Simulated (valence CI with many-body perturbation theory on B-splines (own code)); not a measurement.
**Pm XII: electric-dipole lines**

Method: relativistic CI+MBPT: four valence electrons over a frozen Dirac-Fock core [Kr] 4d10, radial functions for each j: 8 s, 8 p, 9 d, 9 f, 6 g, 3 h, 2 i, with the one-electron correlation potential Σ1, the two-electron term Σ2, the three-electron term Σ3, Breit, model QED; selected CI, second order for the rest (own B-spline code, finite nucleus).

No measured spectrum was set against this ion. As an estimate, terms of the open shell hold to a few per cent of their energy, and close levels can change places; configurations with another count of f electrons can be misplaced by thousands of cm⁻¹. Core correlation moves these levels by up to 53000 cm⁻¹, and in measured spectra 5 to 20 % of such shifts remained as error; rates that hang on mixing are uncertain with them. Among the levels kept, up to 340 cm⁻¹ of a level comes from second order outside the variational space, and about a tenth of that is noise between levels of different J, which matters for small intervals.

Lines 151 to 200 of 221 in falling wavelength, among levels below 165340 cm⁻¹, chosen from the strongest by gf and those to the six lowest levels. Wavelengths and rates use the calculated energies, so an error of 2000 cm⁻¹ moves a line at 675.6 Å by 1.4 % and its rate by three times that or more. Electric multipoles are in the length gauge, E1 and E2 with the static RPA response of the core. Weak lines are less certain than strong ones. Lines between different terms over intervals too small for the method are left out, as are lines whose strength nearly cancels. Where a level lies close to another of its J and parity, the split of strength between their lines is uncertain. The highest levels of a list are the least certain.

Names give the largest LS component (configuration and term), which can be under half, so a name can repeat, a term be missing and a line seem to break the LS rules; names also repeat where a configuration has a term twice. Letters in brackets count levels of one name in rising energy.

```tsv
λ vac (Å)	Upper	Lower	A (s⁻¹)	log gf	Branch %
675.6	4f³5s ¹H°_5	4f²5s² ³F_4	3.11e+05	-3.63	5.6
675.2	4f³5s ⁵G°_4	4f²5s² ³H_5	9.41e+04	-4.24	1.2
675.0	4f³5s ³F°_3	4f²5s² ³F_4	6.00e+04	-4.54	1.1
674.8	4f²5s5p ⁵G°_2	4f²5s² ³F_3	1.79e+07	-2.22	36.8
674.1	4f³5s ¹G°_4	4f²5s² ¹G_4	2.28e+05	-3.85	6.1
673.9	4f³5s ³F°_4	4f²5s² ³F_4	5.29e+05	-3.49	16.9
673.4	4f³5s ⁵G°_6	4f²5s² ³H_6	6.14e+05	-3.27	43.3
673.4	4f³5s ³F°_2	4f²5s² ³F_2	2.01e+06	-3.16	69.7
673.4	4f²5s5p ⁵H°_3	4f²5s² ³F_4	5.56e+05	-3.58	0.2
673.0	4f³5s ³F°_3	4f²5s² ³F_3	1.50e+06	-3.15	26.4
671.8	4f³5s ³F°_4	4f²5s² ³F_3	5.58e+04	-4.47	1.8
671.4	4f³5s ³K°_7	4f²5s² ³H_6	8.56e+02	-6.06	0.2
671.4	4f²5s5p ⁵H°_3	4f²5s² ³F_3	3.77e+05	-3.75	0.1
670.8	4f³5s ³P°_2	4f²5s² ³F_3	3.29e+04	-4.95	0.4
668.4	4f³5s ³S°_1 [a]	4f²5s² ³F_2	2.02e+06	-3.39	36.3
666.8	4f³5s ⁵G°_5	4f²5s² ³H_5	2.01e+05	-3.83	2.1
664.8	4f³5s ⁵G°_3	4f²5s² ³H_4	4.88e+05	-3.65	21.5
664.0	4f²5s5p ⁵I°_4	4f²5s² ³H_4	6.18e+07	-1.43	86.8
663.5	4f²5s5p ⁵H°_4	4f²5s² ³F_4	1.72e+03	-5.99	0.0
663.3	4f²5s5p ⁵G°_2	4f²5s² ³F_2	2.99e+07	-2.01	61.5
663.1	4f²5s5p ⁵G°_3	4f²5s² ³F_4	2.64e+07	-1.91	24.2
661.6	4f³5s ³F°_3	4f²5s² ³F_2	2.08e+05	-4.02	3.7
661.6	4f²5s5p ⁵H°_4	4f²5s² ³F_3	1.75e+06	-2.99	0.4
661.5	4f²5s5p ⁵I°_5	4f²5s² ³H_5	6.78e+06	-2.31	7.9
661.5	4f³5s ¹H°_5	4f²5s² ³H_6	7.57e+04	-4.26	1.4
661.3	4f³5s ³G°_4	4f²5s² ³H_5	3.63e+05	-3.67	15.6
661.2	4f²5s5p ⁵G°_3	4f²5s² ³F_3	7.92e+04	-4.44	0.1
660.0	4f²5s5p ⁵H°_3	4f²5s² ³F_2	2.13e+06	-3.01	0.7
659.5	4f³5s ³P°_2	4f²5s² ³F_2	5.24e+06	-2.77	70.9
659.1	4f³5s ³D°_3	4f²5s² ³F_4	4.48e+05	-3.69	5.6
659.0	4f³5s ³G°_5	4f²5s² ³H_5	2.01e+05	-3.84	3.1
658.8	4f³5s ³K°_6	4f²5s² ³H_5	2.86e+02	-6.62	0.2
658.4	4f²5s5p ⁵H°_6	4f²5s² ³H_6	5.24e+06	-2.35	5.0
658.1	4f³5s ⁵G°_4	4f²5s² ³H_4	5.85e+06	-2.47	77.2
657.2	4f³5s ³D°_3	4f²5s² ³F_3	1.55e+05	-4.15	1.9
656.8	4f²5s5p ³H°_5	4f²5s² ³F_4	2.49e+07	-1.75	5.1
656.2	4f³5s ⁵G°_6	4f²5s² ³H_5	8.00e+05	-3.17	56.4
654.7	4f²5s5p ⁵G°_4	4f²5s² ³F_4	3.76e+06	-2.66	5.2
654.4	4f³5s ³S°_1 [b]	4f²5s² ³F_2	4.38e+06	-3.07	63.4
652.8	4f²5s5p ⁵G°_4	4f²5s² ³F_3	5.91e+07	-1.47	81.5
652.4	4f³5s ³G°_3	4f²5s² ³H_4	1.04e+05	-4.33	8.8
651.2	4f³5s ¹G°_4	4f²5s² ³F_4	2.52e+04	-4.84	0.7
650.2	4f²5s5p ⁵G°_3	4f²5s² ³F_2	4.85e+07	-1.67	44.6
650.2	4f³5s ⁵G°_5	4f²5s² ³H_4	7.71e+06	-2.27	79.8
649.3	4f³5s ¹G°_4	4f²5s² ³F_3	2.66e+06	-2.82	71.4
649.1	4f³5s ³D°_2	4f²5s² ³F_3	9.16e+05	-3.54	21.2
646.3	4f³5s ³D°_3	4f²5s² ³F_2	3.68e+06	-2.79	46.2
645.2	4f²5s5p ⁵I°_5	4f²5s² ³H_4	7.29e+07	-1.30	84.7
644.9	4f³5s ³G°_4	4f²5s² ³H_4	3.47e+05	-3.71	14.9
644.8	4f³5s ¹H°_5	4f²5s² ³H_5	4.05e+05	-3.56	7.3
```
